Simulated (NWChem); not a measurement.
System: MoNH3SO2; SMILES [O]=[Mo](=[O])([NH2])[SH]

NWChem printed, in part:

```
             Northwest Computational Chemistry Package (NWChem) 7.3.0
             --------------------------------------------------------

 C1  symmetry detected

                             Geometry "geometry" -> ""
                             -------------------------

 Output coordinates in angstroms (scale by  1.889725989 to convert to a.u.)

  No.       Tag          Charge          X              Y              Z
 ---- ---------------- ---------- -------------- -------------- --------------
    1 Mo                  42.0000     0.08767871     0.29520428    -0.00172209
    2 O                    8.0000     0.77459956     0.77370261     1.47991307
    3 O                    8.0000     1.03930153     0.68598615    -1.35576037
    4 N                    7.0000    -1.63880534     1.15279837    -0.16483625
    5 H                    1.0000    -2.17091104     1.52918028     0.62699871
    6 H                    1.0000    -2.06628333     1.41765492    -1.05891165
    7 S                   16.0000    -0.12706826    -2.06040907    -0.03883605
    8 H                    1.0000    -0.45179042    -2.12596857     1.28624961

 Effective nuclear repulsion energy (a.u.)     580.4337262137

                                 NWChem DFT Module
                                 -----------------

 Summary of "ao basis" -> "ao basis" (spherical)
 ------------------------------------------------------------------------------
       Tag                 Description            Shells   Functions and Types
 ---------------- ------------------------------  ------  ---------------------
 Mo                         def2-svp                11       31   5s3p2d1f
 O                          def2-svp                 6       14   3s2p1d
 N                          def2-svp                 6       14   3s2p1d
 H                          def2-svp                 3        5   2s1p
 S                          def2-svp                 8       18   4s3p1d

            General Information
            -------------------
          SCF calculation type: DFT
          Wavefunction type:  closed shell.
          No. of atoms     :     8
          No. of electrons :    56
           Alpha electrons :    28
            Beta electrons :    28
          Charge           :     0
          Spin multiplicity:     1
          Use of symmetry is: off; symmetry adaption is: off
          Maximum number of iterations: 150
          AO basis - number of functions:   106
                     number of shells:    46
          Convergence on energy requested:  1.00D-06
          Convergence on density requested:  1.00D-05
          Convergence on gradient requested:  5.00D-04

              XC Information
              --------------
                         SCAN Method XC Functional
                  SCAN metaGGA Exchange Functional  1.000
                        SCAN Correlation Potential  1.000

             Grid Information
             ----------------
          Grid used for XC integration:  coarse
          Radial quadrature: Mura-Knowles
          Angular quadrature: Lebedev.
          Tag              B.-S. Rad. Rad. Pts. Rad. Cut. Ang. Pts.
          ---              ---------- --------- --------- ---------
          Mo                  1.45      104           9.0       302
          O                   0.60       35          11.0       302
          N                   0.65       35          10.0       302
          H                   0.35       35          11.0       302
          S                   1.00       70          11.0       302
          Grid pruning is: on
          Number of quadrature shells:   384
          Spatial weights used:  Erf1

      Superposition of Atomic Density Guess
      -------------------------------------

 Sum of atomic energies:        -679.76363274

      Non-variational initial energy
      ------------------------------

 Total energy =    -670.406785
 1-e energy   =   -1483.893051
 2-e energy   =     542.724480
 HOMO         =      -0.328634
 LUMO         =      -0.049533

     ---------------------------------------------
      Total Density - Mulliken Population Analysis
     ---------------------------------------------

    Atom       Charge   Shell Charges
 -----------   ------   -------------------------------------------------------
    1 Mo  14    11.22  -0.39  1.55  0.87  0.29  0.06  5.95  0.29  0.13  1.99  0.39  0.08
    2 O    8     9.11   1.99  1.16  0.76  3.17  2.02  0.01
    3 O    8     9.11   1.99  1.16  0.76  3.16  2.02  0.01
    4 N    7     7.85   1.99  1.04  0.50  2.57  1.75  0.00
    5 H    1     0.73   0.57  0.11  0.04
    6 H    1     0.73   0.57  0.11  0.04
    7 S   16    16.50   2.00  1.99  1.21  0.63  5.94  1.82  2.88  0.02
    8 H    1     0.76   0.56  0.18  0.03

   convergence    iter        energy       DeltaE   RMS-Dens  Diis-err
 ---------------- ----- ----------------- --------- --------- ---------
 d= 0,ls=0.0,diis     1   -672.7220631358 -9.43D+02  5.47D-02  4.53D+00
 d= 0,ls=0.5,diis     2   -661.9065529053  1.08D+01  2.27D-02  6.66D+01
 d= 0,ls=0.5,diis     3   -668.1804145959 -6.27D+00  8.60D-03  4.26D+01
 d= 0,ls=0.5,diis     4   -670.3941160345 -2.21D+00  8.28D-03  2.69D+01
 d= 0,ls=0.5,diis     5   -672.0068617484 -1.61D+00  7.33D-03  1.21D+01
 d= 0,ls=0.5,diis     6   -672.9058528246 -8.99D-01  5.06D-03  3.23D+00
 d= 0,ls=0.5,diis     7   -673.2053553165 -3.00D-01  3.18D-03  5.05D-01
 d= 0,ls=0.5,diis     8   -673.2735767759 -6.82D-02  1.79D-03  4.29D-02
  Resetting Diis
 d= 0,ls=0.5,diis     9   -673.2857554592 -1.22D-02  1.14D-03  1.16D-02
 d= 0,ls=0.5,diis    10   -673.2891178805 -3.36D-03  1.40D-03  1.63D-02
 d= 0,ls=0.5,diis    11   -673.2897588980 -6.41D-04  6.59D-04  2.91D-02
 d= 0,ls=0.5,diis    12   -673.2926599280 -2.90D-03  4.39D-04  5.71D-03
 d= 0,ls=0.5,diis    13   -673.2936209979 -9.61D-04  2.81D-04  9.39D-04
 d= 0,ls=0.5,diis    14   -673.2939465825 -3.26D-04  1.95D-04  2.63D-04
 d= 0,ls=0.5,diis    15   -673.2940959267 -1.49D-04  1.40D-04  1.40D-04
 d= 0,ls=0.5,diis    16   -673.2941749972 -7.91D-05  1.02D-04  8.30D-05
 d= 0,ls=0.5,diis    17   -673.2942170430 -4.20D-05  7.42D-05  5.47D-05
 d= 0,ls=0.5,diis    18   -673.2942403546 -2.33D-05  5.45D-05  3.27D-05
 d= 0,ls=0.5,diis    19   -673.2942533558 -1.30D-05  4.00D-05  1.74D-05
 d= 0,ls=0.5,diis    20   -673.2942604705 -7.11D-06  2.94D-05  8.88D-06
 d= 0,ls=0.5,diis    21   -673.2942643041 -3.83D-06  2.17D-05  4.71D-06
 d= 0,ls=0.5,diis    22   -673.2942663774 -2.07D-06  1.61D-05  2.65D-06
 d= 0,ls=0.5,diis    23   -673.2942675188 -1.14D-06  1.18D-05  1.51D-06
 d= 0,ls=0.5,diis    24   -673.2942681390 -6.20D-07  8.75D-06  9.24D-07

         Total DFT energy =     -673.294268485923
      One electron energy =    -1488.201174679671
           Coulomb energy =      602.749972178769
    Exchange-Corr. energy =      -58.604852388644
 Nuclear repulsion energy =      270.761786403623

 Numeric. integr. density =       55.999882496292

                       DFT Final Molecular Orbital Analysis
                       ------------------------------------

 Vector   26  Occ=2.000000D+00  E=-2.863318D-01
              MO Center= -5.1D-01,  4.4D-01,  2.8D-03, r^2= 4.1D+00
   Bfn.  Coefficient  Atom+Function         Bfn.  Coefficient  Atom+Function
  ----- ------------  ---------------      ----- ------------  ---------------
    64      0.350797  4 N  py                67     -0.275531  4 N  py
    37      0.250041  2 O  pz                51     -0.248003  3 O  pz
    94     -0.181938  7 S  px                 6      0.173161  1 Mo px
    40      0.172649  2 O  pz                54     -0.172679  3 O  pz
    63      0.172679  4 N  px                66     -0.146694  4 N  px

 Vector   27  Occ=2.000000D+00  E=-2.855895D-01
              MO Center=  8.8D-01,  6.9D-01, -1.4D-02, r^2= 2.7D+00
   Bfn.  Coefficient  Atom+Function         Bfn.  Coefficient  Atom+Function
  ----- ------------  ---------------      ----- ------------  ---------------
    35      0.395822  2 O  px                49     -0.387485  3 O  px
    38      0.287209  2 O  px                52     -0.278457  3 O  px
    50     -0.223792  3 O  py                36      0.198014  2 O  py
     8      0.181272  1 Mo pz                53     -0.162948  3 O  py
    39      0.143446  2 O  py                51     -0.128344  3 O  pz

 Vector   28  Occ=2.000000D+00  E=-2.518707D-01
              MO Center= -4.0D-01, -1.2D+00, -2.3D-02, r^2= 3.8D+00
   Bfn.  Coefficient  Atom+Function         Bfn.  Coefficient  Atom+Function
  ----- ------------  ---------------      ----- ------------  ---------------
    94      0.531767  7 S  px                91      0.379149  7 S  px
    64      0.245509  4 N  py                67     -0.222936  4 N  py
    88      0.215585  7 S  px                63      0.155547  4 N  px
    96      0.135310  7 S  pz                66     -0.126051  4 N  px
    36      0.113567  2 O  py                39      0.091394  2 O  py

 Vector   29  Occ=0.000000D+00  E=-1.192105D-01
              MO Center=  2.7D-01,  3.6D-01, -1.9D-02, r^2= 2.2D+00
   Bfn.  Coefficient  Atom+Function         Bfn.  Coefficient  Atom+Function
  ----- ------------  ---------------      ----- ------------  ---------------
    16      0.676141  1 Mo d -1              18      0.355190  1 Mo d  1
    50      0.293327  3 O  py                53      0.263135  3 O  py
    15     -0.242749  1 Mo d -2              36     -0.230367  2 O  py
    39     -0.209065  2 O  py                35      0.162470  2 O  px
   103      0.146587  8 H  s                 38      0.138606  2 O  px

 Vector   30  Occ=0.000000D+00  E=-1.137845D-01
              MO Center= -1.1D-01,  1.9D-01, -2.6D-03, r^2= 2.6D+00
   Bfn.  Coefficient  Atom+Function         Bfn.  Coefficient  Atom+Function
  ----- ------------  ---------------      ----- ------------  ---------------
    15      0.628436  1 Mo d -2              19      0.387581  1 Mo d  2
    94      0.267132  7 S  px                16      0.229347  1 Mo d -1
    67      0.206666  4 N  py                64     -0.196326  4 N  py
    17     -0.176949  1 Mo d  0              66      0.170458  4 N  px
    63     -0.165835  4 N  px                51     -0.160219  3 O  pz

 Vector   31  Occ=0.000000D+00  E=-8.213037D-02
              MO Center=  5.6D-02,  2.7D-02,  3.5D-02, r^2= 3.0D+00
   Bfn.  Coefficient  Atom+Function         Bfn.  Coefficient  Atom+Function
  ----- ------------  ---------------      ----- ------------  ---------------
    19      0.673721  1 Mo d  2              95      0.458874  7 S  py
    15     -0.353179  1 Mo d -2              62     -0.304672  4 N  s
    87      0.239817  7 S  s                 24      0.222609  1 Mo d  2
    36      0.214819  2 O  py                39      0.197969  2 O  py
    92      0.191447  7 S  py                50      0.182926  3 O  py

     ---------------------------------------------
      Total Density - Mulliken Population Analysis
     ---------------------------------------------

    Atom       Charge   Shell Charges
 -----------   ------   -------------------------------------------------------
    1 Mo  14    13.11  -0.40  1.64  0.81  0.25  0.00  6.00  0.46  0.18  3.53  0.55  0.09
    2 O    8     8.37   1.99  1.13  0.80  2.74  1.71  0.01
    3 O    8     8.37   1.99  1.13  0.80  2.73  1.70  0.01
    4 N    7     7.45   1.99  1.00  0.52  2.41  1.53  0.01
    5 H    1     0.81   0.68  0.08  0.05
    6 H    1     0.81   0.68  0.08  0.05
    7 S   16    16.20   2.00  1.99  1.24  0.63  5.93  1.81  2.57  0.04
    8 H    1     0.87   0.69  0.14  0.03

     -------------------------------------------
      Total Density - Lowdin Population Analysis
     -------------------------------------------

    Atom       Charge   Shell Charges
 -----------   ------   -------------------------------------------------------
    1 Mo  14    14.09   0.00  0.98  0.92  0.33  0.12  5.62  0.97  0.37  3.25  1.38  0.14
    2 O    8     8.14   1.98  0.99  0.68  2.62  1.85  0.02
    3 O    8     8.13   1.98  0.99  0.68  2.62  1.84  0.02
    4 N    7     7.10   1.97  0.73  0.43  2.22  1.72  0.02
    5 H    1     0.89   0.57  0.19  0.13
    6 H    1     0.89   0.57  0.19  0.13
    7 S   16    15.81   2.00  1.95  0.96  0.64  5.81  1.89  2.52  0.05
    8 H    1     0.96   0.59  0.29  0.08

     Multipole analysis of the density
     ---------------------------------

     L   x y z        total         alpha         beta         nuclear
     -   - - -        -----         -----         ----         -------
     0   0 0 0      0.000000    -28.000000    -28.000000     56.000000

     1   1 0 0     -1.626303      1.506491      1.506491     -4.639284
     1   0 1 0      0.238758      7.929352      7.929352    -15.619946
     1   0 0 1      0.220458      0.064669      0.064669      0.091120

     2   2 0 0    -37.273071    -93.260104    -93.260104    149.247138
     2   1 1 0     -4.224140      4.072244      4.072244    -12.368628
     2   1 0 1     -0.061446     -0.230511     -0.230511      0.399575
     2   0 2 0    -38.730399   -190.541734   -190.541734    342.353069
     2   0 1 1     -2.363888      1.699999      1.699999     -5.763887
     2   0 0 2    -40.281683    -83.721964    -83.721964    127.162246

            General Information
            -------------------
          SCF calculation type: DFT
          Wavefunction type:  closed shell.
          No. of atoms     :     8
          No. of electrons :    56
           Alpha electrons :    28
            Beta electrons :    28
          Charge           :     0
          Spin multiplicity:     1
          Use of symmetry is: off; symmetry adaption is: off
          Maximum number of iterations: 150
          AO basis - number of functions:   106
                     number of shells:    46
          Convergence on energy requested:  1.00D-06
          Convergence on density requested:  1.00D-05
          Convergence on gradient requested:  5.00D-04

              XC Information
              --------------
                         SCAN Method XC Functional
                  SCAN metaGGA Exchange Functional  1.000
                        SCAN Correlation Potential  1.000

             Grid Information
             ----------------
          Grid used for XC integration:  coarse
          Radial quadrature: Mura-Knowles
          Angular quadrature: Lebedev.
          Tag              B.-S. Rad. Rad. Pts. Rad. Cut. Ang. Pts.
          ---              ---------- --------- --------- ---------
          Mo                  1.45      104           9.0       302
          O                   0.60       35          11.0       302
          N                   0.65       35          10.0       302
          H                   0.35       35          11.0       302
          S                   1.00       70          11.0       302
          Grid pruning is: on
          Number of quadrature shells:   384
          Spatial weights used:  Erf1

[...]

                         DFT ENERGY GRADIENTS

    atom               coordinates                        gradient
                 x          y          z           x          y          z
   1 Mo      0.165689   0.557855  -0.003254   -0.007417  -0.005392   0.000749
   2 O       1.463781   1.462086   2.796630    0.005520   0.003495   0.011210
   3 O       1.963995   1.296326  -2.562016    0.007790   0.003038  -0.011048
   4 N      -3.096893   2.178473  -0.311495    0.000130  -0.001028  -0.000165
   5 H      -4.102427   2.889732   1.184856   -0.003132   0.002130   0.004886
   6 H      -3.904709   2.678979  -2.001053   -0.002541   0.001414  -0.005414
   7 S      -0.240124  -3.893609  -0.073389    0.001117  -0.003669  -0.005586
   8 H      -0.853760  -4.017498   2.430659   -0.001466   0.000012   0.005368
```

Level: SCAN/def2-SVP with def2 effective core potentials on Mo. The geometry was optimised at PBE-D3(BJ)/def2-SVP. No frequency run checked for a minimum. def2 effective core potentials on Mo; no spin-orbit coupling.

Task: Write an input that gives this output.

Result: This is not unique; one that fits is the input that was run:
```
start job
memory heap 200 mb stack 900 mb global 1100 mb
geometry units angstroms noautoz
  Mo    -0.003560    -0.263601     0.097236
  O      1.446222    -0.702382     0.872908
  O     -1.402069    -0.726056     0.946956
  N     -0.017762    -1.086901    -1.653420
  H      0.821781    -1.421352    -2.138304
  H     -0.870397    -1.374901    -2.145687
  S     -0.117074     2.093311    -0.071549
  H      1.223229     2.215424    -0.304510
end
basis spherical
  * library def2-svp
end
ecp
  Mo library def2-ecp
end
dft
  xc scan
  grid coarse
  iterations 150
  mulliken
end
task dft gradient
```
